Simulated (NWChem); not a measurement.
# CAuFO; SMILES [O+]#[C-]->[Au][F]

```xyz
4

Au     0.0000    -0.1909     0.0000
F      0.0000    -2.1040     0.0000
O      0.0000     2.8028     0.0000
C      0.0000     1.6697     0.0000
```
Atoms are numbered in this order, from 1.

Program: NWChem. Structure relaxed at the PBE0/def2-SVP level. def2 effective core potentials on Au; no spin-orbit coupling. Vertical excitations in the gas phase.

Problem. Estimate the computed values for PBE/def2-SVP, full TDDFT. Quantities: lowest excitation, singlet (eV); lowest state with f > 0.02, singlet (eV); lowest triplet (eV); orbital gap (eV).

Solution. The lowest excitation, singlet (eV) is 4.36, the lowest state with f > 0.02, singlet (eV) comes out as 4.82 and the lowest triplet (eV) comes out as 4.06. The orbital gap (eV) is 4.36.
